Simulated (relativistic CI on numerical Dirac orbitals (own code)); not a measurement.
I²⁸⁺: sensitivity of the levels to the model

Base calculation: Dirac-Coulomb-Breit CI, separate exchange-only KLI orbitals for each configuration, model QED, unscaled Slater integrals.

Configurations in the expansion (outside the closed core [Ne]): 3s2 3p6 3d7, 3s2 3p5 3d8, 3s2 3p4 3d9, 3s 3p6 3d8, 3p6 3d9, 3s 3p5 3d9, 3s2 3p6 3d6 4s, 3s2 3p6 3d6 4p, 3s2 3p6 3d6 4d, 3s2 3p4 3d8 4s, 3s2 3p6 3d6 4f, 3s2 3p5 3d7 4s, 3s2 3p4 3d8 4p, 3s2 3p5 3d7 4p, 3s2 3p4 3d8 4d, 3s 3p5 3d8 4s, 3s2 3p6 3d5 4s2, 3s 3p5 3d8 4p, 3s2 3p6 3d5 4s 4p, 3s2 3p5 3d7 4d, 3s 3p6 3d7 4s, 3s2 3p6 3d6 5s, 3s2 3p6 3d5 4p2, 3s 3p5 3d8 4d, 3s2 3p6 3d6 5p, 3s2 3p6 3d5 4s 4d, 3p6 3d8 4s, 3s 3p6 3d7 4p, 3s2 3p6 3d6 5d, 3p6 3d8 4p, 3s2 3p5 3d6 4s2, 3s2 3p6 3d6 5f, 3s2 3p6 3d6 5g, 3s 3p6 3d7 4d, 3s2 3p6 3d6 6p. Levels of other configurations are missing.

Variants: (1) one mean potential for all configurations; (2) only the first configuration. Shifts of the energy above 3s2 3p6 3d7 4F_9/2, in cm⁻¹, for the lowest level and the first level of each name with at least 55 % of one term (blank where a level changes its place among those of its configuration and J or its character, or is not in the variant):

```csv
Level,Base,Δ(1),Δ(2)
3s2 3p6 3d7 4F_9/2,0,0,0
3s2 3p6 3d7 4F_7/2,87991,+41,-155
3s2 3p6 3d7 4P_5/2,141765,+41,+2734
3s2 3p6 3d7 4P_1/2,158395,+37,+6715
3s2 3p6 3d7 2H_11/2,178676,+33,-2896
3s2 3p6 3d7 2G_7/2,190919,+39,+1611
3s2 3p6 3d7 2F_5/2,241641,+24,+5377
3s2 3p6 3d7 2P_1/2,263694,+79,+7820
3s2 3p6 3d7 2H_9/2,269985,+74,-1754
3s2 3p6 3d7 2F_7/2,302795,+63,+4058
3s2 3p6 3d7 2D_3/2,305818,+52,+8429
3s2 3p5 3d8 4G°_11/2,1796269,-478,
3s2 3p5 3d8 2D°_5/2,1859591,-460,
3s2 3p5 3d8 2F°_7/2,1860125,-467,
```

At this charge energies of transitions that change n are usually good to better than 1 %, and those within a shell (Δn = 0) to a few per cent. Terms inside the open d or f shell come out 10 to 20 % too wide with unscaled integrals.

Ionisation energy from the two ground configurations alone: base 1638.4 eV. The NIST ASD value (theoretical) is 1639 eV.

LS names give the leading component of a level, which can be under half, so a name can repeat, a term be missing and a line seem to break the LS rules.
